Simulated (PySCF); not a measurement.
H₆AlO₂Si₂ (SMILES [SiH3][O][Al+][O][SiH3]), charge +1, singlet, at a GFN2-xTB geometry (such geometries of metal compounds can be far from the true shape), with bond 11-8 at 1.6 times its length; PySCF with B3LYP/3-21G.

PySCF was given this input:
```python
from pyscf import gto, scf, dft

mol = gto.M(
    atom='''
Al    0.00000000   -0.00000000   -0.00000000
O    -1.35076414    0.16845009    0.86244077
Si   -2.81839043    0.35147375    1.79949611
H    -2.60943543   -0.64800399    2.84364877
H    -3.83169504    0.04015784    0.79492213
H    -2.71613638    1.74982381    2.20819395
O     1.35076414   -0.16845009   -0.86244077
Si    2.81839043   -0.35147375   -1.79949611
H     2.37190485   -1.27348421   -2.84037077
H     3.72579932   -0.89679443   -0.79346074
H     3.20426603    1.85616582   -2.46099569
''',
    basis='3-21g',
    charge=1,
    verbose=4,
)

mf = dft.RKS(mol)
mf.xc = 'b3lyp'
mf.init_guess = 'mod_huckel'
mf.kernel()
mf.analyze()
```

Task: Predict the main parts of the log of this PySCF run.

Result: 
```
PySCF version 2.14.0

[INPUT] verbose = 4
[INPUT] num. atoms = 11
[INPUT] num. electrons = 62
[INPUT] charge = 1
[INPUT] spin (= nelec alpha-beta = 2S) = 0
[INPUT] symmetry False subgroup None
[INPUT] Mole.unit = angstrom
[INPUT] Symbol           X                Y                Z      unit          X                Y                Z       unit  Magmom
[...]
nuclear repulsion = 304.350377319026
number of shells = 43
number of NR pGTOs = 129
number of NR cGTOs = 69
basis = 3-21g
ecp = {}

******** <class 'pyscf.dft.rks.RKS'> ********
method = RKS
initial guess = mod_huckel
damping factor = 0
level_shift factor = 0
DIIS = <class 'pyscf.scf.diis.CDIIS'>
diis_start_cycle = 1
diis_space = 8
diis_damp = 0
SCF conv_tol = 1e-09
SCF conv_tol_grad = None
SCF max_cycles = 50
direct_scf = True
direct_scf_tol = 1e-13
XC library pyscf.dft.libxc version 7.1.2
    S. Lehtola, C. Steigemann, M. J. T. Oliveira, and M. A. L. Marques,  SoftwareX 7, 1–5 (2018)
XC functionals = b3lyp
    P. J. Stephens, F. J. Devlin, C. F. Chabalowski, and M. J. Frisch,  J. Phys. Chem. 98, 11623 (1994)
radial grids:
    Treutler-Ahlrichs [JCP 102, 346 (1995); DOI:10.1063/1.469408] (M4) radial grids

becke partition: Becke, JCP 88, 2547 (1988); DOI:10.1063/1.454033
pruning grids: <function nwchem_prune>
grids dens level: 3
symmetrized grids: False
atomic radii adjust function: <function treutler_atomic_radii_adjust>
small_rho_cutoff = 0
Set gradient conv threshold to 3.16228e-05
Initial guess from on-the-fly Huckel, doi:10.1021/acs.jctc.8b01089,
employing the updated GWH rule from doi:10.1021/ja00480a005.
Spherically averaged atomic HF for {'Al', 'H', 'Si', 'O'}

******** <class 'pyscf.scf.atom_hf.AtomSphAverageRHF'> ********
method = AtomSphAverageRHF
initial guess = minao
damping factor = 0
level_shift factor = 0
DIIS = <class 'pyscf.scf.diis.CDIIS'>
diis_start_cycle = 1
diis_space = 8
diis_damp = 0
SCF conv_tol = 1e-09
SCF conv_tol_grad = None
SCF max_cycles = 50
direct_scf = True
direct_scf_tol = 1e-13
atom = Al
Set gradient conv threshold to 3.16228e-05
Initial guess from minao.
init E= -240.240496319342
cycle= 1 E= -240.448261376947  delta_E= -0.208  |g|=    0  |ddm|= 0.365
cycle= 2 E= -240.448360859256  delta_E= -9.95e-05  |g|=    0  |ddm|= 0.0258
cycle= 3 E= -240.448362343349  delta_E= -1.48e-06  |g|=    0  |ddm|= 0.00375
cycle= 4 E= -240.448362371887  delta_E= -2.85e-08  |g|=    0  |ddm|= 0.000849
cycle= 5 E= -240.448362372348  delta_E= -4.61e-10  |g|=    0  |ddm|= 0.000102
[...]
cycle= 4 E= -287.119295537808  delta_E= -1.64e-07  |g|=    0  |ddm|= 0.00187
cycle= 5 E= -287.119295538103  delta_E= -2.95e-10  |g|=    0  |ddm|= 8.13e-05
Extra cycle  E= -287.119295538103  delta_E= -2.27e-13  |g|=    0  |ddm|= 1.08e-06
Atomic HF for atom  Si  converged. SCF energy = -287.119295538103

******** 1 electron system ********
Atomic HF for atom  H  converged. SCF energy = -0.496198609380939

[...]
tot grids = 144552
init E= -969.150876915411
[...]
cycle= 1 E= -969.358376470691  delta_E= -0.207  |g|= 1.51  |ddm|= 3.36
[...]
cycle= 2 E= -969.021531230527  delta_E= 0.337  |g|= 2.24  |ddm|= 2.95
[...]
cycle= 3 E= -970.023022655162  delta_E=   -1  |g|= 0.225  |ddm|= 1.43
[...]
cycle= 4 E= -970.034754477561  delta_E= -0.0117  |g|= 0.189  |ddm|= 0.594
[...]
cycle= 5 E= -970.050594906384  delta_E= -0.0158  |g|= 0.0567  |ddm|= 0.294
[...]
cycle= 6 E= -970.051212192832  delta_E= -0.000617  |g|= 0.0197  |ddm|= 0.0452
[...]
cycle= 7 E= -970.05135057327  delta_E= -0.000138  |g|= 0.00251  |ddm|= 0.0252
[...]
cycle= 8 E= -970.051352886362  delta_E= -2.31e-06  |g|= 0.000374  |ddm|= 0.00341
[...]
cycle= 9 E= -970.051352930475  delta_E= -4.41e-08  |g|= 5.14e-05  |ddm|= 0.000477
[...]
cycle= 10 E= -970.051352931469  delta_E= -9.95e-10  |g|= 9.71e-06  |ddm|= 8.72e-05
[...]
Extra cycle  E= -970.051352931462  delta_E= 7.28e-12  |g|= 1.11e-05  |ddm|= 3.68e-05
converged SCF energy = -970.051352931462
**** SCF Summaries ****
Total Energy =                        -970.051352931461906
Nuclear Repulsion Energy =             304.350377319026165
One-electron Energy =                -1939.149306991797175
Two-electron Energy =                  664.747576741309217
Two-electron Coulomb Energy =          744.313679567287409
DFT Exchange-Correlation Energy =      -79.566102825978220
HOMO-LUMO gap [eV] =                     3.561158105283464
**** MO energy ****
[...]
 ** Mulliken pop on meta-lowdin orthogonal AOs  **
 ** Mulliken pop  **
 ** Mulliken atomic charges  **
charge of    0Al =      1.21099
charge of    1O =     -0.61651
charge of    2Si =      0.68091
charge of    3H =     -0.05353
charge of    4H =     -0.05338
charge of    5H =     -0.05311
charge of    6O =     -0.61095
charge of    7Si =      0.58076
charge of    8H =     -0.03942
charge of    9H =     -0.03942
charge of   10H =     -0.00633

WARN: System has nonzero charge 1; the dipole moment is origin-dependent.
Location of origin: [0. 0. 0.]

Dipole moment(X, Y, Z, Debye): -0.39868, -0.51285,  0.35833
```
